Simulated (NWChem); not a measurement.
The numbers come from NWChem runs, not from measurements. System: SeSn, charge 0, spin multiplicity 1, at a geometry optimised with PBE/def2-SVP with def2 effective core potentials on Sn. The structure started from a generated list of species. Level: CIS/def2-SVPD with def2 effective core potentials on Sn.

Input file:

```
start mol
memory heap 200 mb stack 900 mb global 1100 mb
geometry units angstroms nocenter noautoz
  Sn     0.000000     0.000000     0.959386
  Se     0.000000     0.000000    -1.410862
  symmetry group C2v
end
basis spherical
  * library def2-svpd
end
ecp
  Sn library def2-ecp
end
dft
  xc hfexch
  semidirect memsize 60000000 filesize 0
  iterations 100
end
tddft
  cis
  nroots 6
  notriplet
  thresh 1e-4
end
task tddft energy
```

Output (cleaned and shortened):

```
             Northwest Computational Chemistry Package (NWChem) 7.3.0
             --------------------------------------------------------

                                NWChem Input Module
                                -------------------

 Scaling coordinates for geometry "geometry" by  1.889725989
 (inverse scale =  0.529177249)

 Turning off AUTOSYM since
 SYMMETRY directive was detected!

                             Geometry "geometry" -> ""
                             -------------------------

 Output coordinates in angstroms (scale by  1.889725989 to convert to a.u.)

  No.       Tag          Charge          X              Y              Z
 ---- ---------------- ---------- -------------- -------------- --------------
    1 Sn                  50.0000     0.00000000     0.00000000     0.95938600
    2 Se                  34.0000     0.00000000     0.00000000    -1.41086200

 Effective nuclear repulsion energy (a.u.)     379.5389019628

            Nuclear Dipole moment (a.u.)
            ----------------------------
        X                 Y               Z
 ---------------- ---------------- ----------------
     0.0000000000     0.0000000000    -0.0000151178

      Symmetry information
      --------------------

 Group name             C2v
 Group number             16
 Group order               4
 No. of unique centers     2

      Symmetry unique atoms

     1    2


 Summary of "ao basis" -> "" (spherical)
 ------------------------------------------------------------------------------
       Tag                 Description            Shells   Functions and Types
 ---------------- ------------------------------  ------  ---------------------
 *                         def2-svpd                  on all atoms

 Summary of "ao basis" -> "ao basis" (spherical)
 ------------------------------------------------------------------------------
       Tag                 Description            Shells   Functions and Types
 ---------------- ------------------------------  ------  ---------------------
 Sn                        def2-svpd                12       32   5s4p3d
[...]
     Dipole Oscillator Strength                    0.0251558323
     Electric Quadrupole                           0.0000002096
     Magnetic Dipole                               0.0000030362
     Total Oscillator Strength                     0.0251590782

          sigma_e =   2.0615 Angstrom
          sigma_h =   2.0415 Angstrom
         |d_h->e| =   0.6085 Angstrom
            d_exc =   2.9318 Angstrom
            d_CD1 =   0.6285 Angstrom
            d_CD2 =  -1.4430 Angstrom
            d_CD3 =   3.5403 Angstrom
     Pearson C.C. =   0.0228

     Occ.   24  a1  ---  Virt.   30  b2      -0.05802
     Occ.   26  a1  ---  Virt.   30  b2       0.98016
     Occ.   26  a1  ---  Virt.   34  b2      -0.05590
     Occ.   26  a1  ---  Virt.   39  b2      -0.13294
     Occ.   26  a1  ---  Virt.   48  b2      -0.06151
  ----------------------------------------------------------------------------
  Root   5 singlet b1             0.132349291 a.u.                3.6014 eV
  ----------------------------------------------------------------------------
     Transition Moments    X -0.53395   Y -0.00109   Z -0.00000
     Transition Moments   XX -0.00000  XY -0.00000  XZ -4.12088
     Transition Moments   YY  0.00000  YZ -0.00839  ZZ  0.00000
     Dipole Oscillator Strength                    0.0251558323
     Electric Quadrupole                           0.0000002096
     Magnetic Dipole                               0.0000030362
     Total Oscillator Strength                     0.0251590782

          sigma_e =   2.0615 Angstrom
          sigma_h =   2.0415 Angstrom
         |d_h->e| =   0.6085 Angstrom
            d_exc =   2.9318 Angstrom
            d_CD1 =   0.6285 Angstrom
            d_CD2 =  -1.4430 Angstrom
            d_CD3 =   3.5403 Angstrom
     Pearson C.C. =   0.0228

     Occ.   24  a1  ---  Virt.   29  b1      -0.05802
     Occ.   26  a1  ---  Virt.   29  b1       0.98016
     Occ.   26  a1  ---  Virt.   35  b1      -0.05590
     Occ.   26  a1  ---  Virt.   38  b1       0.13294
     Occ.   26  a1  ---  Virt.   47  b1      -0.06151
  ----------------------------------------------------------------------------
  Root   6 singlet a1             0.187266173 a.u.                5.0958 eV
  ----------------------------------------------------------------------------
     Transition Moments    X -0.00000   Y -0.00000   Z  0.99681
     Transition Moments   XX  0.90975  XY -0.00000  XZ -0.00000
     Transition Moments   YY  0.90975  YZ  0.00000  ZZ -3.52553
     Dipole Oscillator Strength                    0.1240498156
     Electric Quadrupole                           0.0000002293
     Magnetic Dipole                               0.0000000000
     Total Oscillator Strength                     0.1240500450

          sigma_e =   2.2592 Angstrom
          sigma_h =   1.7559 Angstrom
         |d_h->e| =   1.4014 Angstrom
            d_exc =   3.1818 Angstrom
            d_CD1 =   1.9047 Angstrom
            d_CD2 =  -0.6062 Angstrom
            d_CD3 =   4.5832 Angstrom
     Pearson C.C. =   0.0034

     Occ.   25  a1  ---  Virt.   41  a1      -0.05864
     Occ.   26  a1  ---  Virt.   31  a1       0.19296
     Occ.   26  a1  ---  Virt.   32  a1      -0.37326
     Occ.   26  a1  ---  Virt.   40  a1       0.17207
     Occ.   26  a1  ---  Virt.   41  a1       0.23270
     Occ.   26  a1  ---  Virt.   50  a1      -0.06951
     Occ.   27  b2  ---  Virt.   30  b2      -0.59739
     Occ.   27  b2  ---  Virt.   34  b2       0.05154
     Occ.   28  b1  ---  Virt.   29  b1      -0.59739
     Occ.   28  b1  ---  Virt.   35  b1       0.05154

              Target root =      1
          Target symmetry = none
      Ground state energy =  -2612.951673135417
        Excitation energy =      0.115178931437
     Excited state energy =  -2612.836494203980

  stored tddft:energy   -2612.8364942039798

 Task  times  cpu:       48.5s     wall:       48.5s

 Total times  cpu:       48.5s     wall:       48.5s
```
